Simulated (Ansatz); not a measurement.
Consider the atomization: `C=[CH][AlH][SiH2]Cl` → Al• + 2 C• + Cl• + 6 H• + Si•.

Calculated with Ansatz (gas phase, PBE0-D4/def2-TZVP geometries, no zero-point term in ΔE). CCSD(T)/CBS is the MP2 limit (def2-TZVPP, def2-QZVPP) plus CCSD(T) − MP2 in def2-TZVPP, frozen cores. This one scheme is used for every species, atoms too. DFT in def2-TZVPP. No spin–orbit coupling; open shells (•) take unrestricted orbitals. Spin–orbit coupling would lower the free atoms: a little for Al, C, Cl, Si. One conformer a species, not always the lowest.

CCSD(T)/CBS gives +3736.7 kJ/mol.

(1) Another level gave +2822.1 kJ/mol. Which?
A. r2SCAN/def2-TZVPP
B. PBE0/def2-TZVPP
C. HF/def2-TZVPP
D. ωB97X-V/def2-TZVPP

Largest T1 diagnostic among the species: 0.018.

Results:

(1) C. HF/def2-TZVPP 2822.1, ωB97X-V 3750.1, PBE0 3709.9, r2SCAN 3740.2 kJ/mol.

From PBE to PBE0 (25 % exact exchange), in def2-TZVPP and without D4, ΔE moves by −32.0 kJ/mol: exact exchange takes away binding that semilocal exchange gives to molecules. The D4 term adds +42.1 kJ/mol with B3LYP and +22.5 kJ/mol with PBE0; it sums over pairs of atoms, weighted by their polarisabilities, and B3LYP, whose exchange is more repulsive, gets the larger term. In def2-TZVPP, CCSD(T) changes the Hartree–Fock value by +817.3 kJ/mol (the triples alone add +51.6 kJ/mol) and MP2 by +852.7 kJ/mol; breaking electron pairs costs correlation energy, which Hartree–Fock lacks.

B3LYP here is the variant with VWN-RPA as its local correlation; programs differ in this.

For atomizations the MP2-based limit and the directly extrapolated one differ by several kJ/mol either way, and by 10 to 25 for some Ge, Se and Sn compounds, so smaller differences from it don't rank the levels.
